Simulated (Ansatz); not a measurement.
Basis-set series for `O[SiH2][SiH2]Cl`. The species carries charge 0 and has multiplicity 1. All single points use the PBE0-D4/def2-TZVP geometry. It is one conformer, not always the lowest.

```json
{"functional": "PBE0-D4", "basis": "def2-TZVPP", "functions": "227", "energy (Eh)": "-1117.09873", "HOMO (eV)": "-7.94", "LUMO (eV)": "-0.99"}
{"functional": "PBE0-D4", "basis": "def2-QZVPP", "functions": "417", "energy (Eh)": "-1117.13684", "HOMO (eV)": "-7.97", "LUMO (eV)": "-1.10"}
{"functional": "ωB97M-V", "basis": "def2-TZVPP", "functions": "227", "energy (Eh)": "-1117.47283", "HOMO (eV)": "-10.00", "LUMO (eV)": "0.79"}
{"functional": "ωB97M-V", "basis": "def2-QZVPP", "functions": "417", "energy (Eh)": "-1117.50885", "HOMO (eV)": "-10.03", "LUMO (eV)": "0.55"}
```

Give the rows for def2-SVP. (An estimate is asked.)

Ansatz gave: 
| functional | basis | functions | energy (Eh) | HOMO (eV) | LUMO (eV) |
| --- | --- | --- | --- | --- | --- |
| PBE0-D4 | def2-SVP | 93 | -1116.63088 | -7.86 | -0.68 |
| ωB97M-V | def2-SVP | 93 | -1117.00278 | -9.88 | 1.26 |

Positive LUMOs are unbound and depend on the basis.
